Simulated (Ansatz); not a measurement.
C2H10O2Si2, SMILES O[SiH2]CC[SiH2]O.

The structure is a stationary point at PBE0-D3(BJ)/def2-SVP. This is a generated structure with no PubChem entry under its InChIKey; it may be hypothetical. The values are those of a single conformer.

Two levels are set side by side: PBE/def2-SVPD (Ansatz, a program for electronic structure) and PBE0/def2-SVPD (Ansatz). Energy differences of separate SCF runs at the same geometry; the states with an electron removed or added have multiplicity 2 and 2. Differences are taken from unrounded values.

| quantity | PBE0 |
|---|---|
| vertical ionisation energy (eV) | 9.80 |
| vertical singlet–triplet gap (eV) | 6.51 |

Question: What does PBE give, and how far is it from PBE0? (The exact figures need the calculation; the answer reports its results.)

Answer: 
```
quantity                            PBE  PBE minus PBE0
---------------------------------  ----  --------------
vertical ionisation energy (eV)    9.22           -0.58
vertical singlet–triplet gap (eV)  5.86           -0.66
```
